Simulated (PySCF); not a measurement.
C3H7FSi, SMILES FC1C[SiH2]C1. The structure is a stationary point at PBE-D3(BJ)/def2-SVP. This is a generated structure with no PubChem entry under its InChIKey; it may be hypothetical.

Method: PySCF with PBE-D3(BJ)/def2-SVP.

Harmonic wavenumbers (cm⁻¹): 136, 354, 405, 442, 489, 495, 634, 687, 716, 759, 848, 873, 922, 933, 1010, 1026, 1067, 1104, 1162, 1264, 1326, 1352, 1391, 2166, 2178, 2954, 3001, 3006, 3091, 3092. Rotational constants (GHz): 8.700, 2.772, 2.306; symmetry number 1.

### Question
Work out the zero-point energy and the ideal-gas rigid-rotor harmonic-oscillator thermochemistry at 298.15 K and 1 atm.

### Answer
ZPE = ½ Σ hcν = ½ × 38881 cm⁻¹ = 232.56 kJ/mol. H − E(el) = 250.15 kJ/mol. Entropy in J/(mol K): translation 164.89, rotation 109.46, vibration 39.40, total 313.74. G − E(el) = 156.61 kJ/mol. Cp = 101.53 J/(mol K). Modes under 150 cm⁻¹ make the vibrational entropy uncertain.
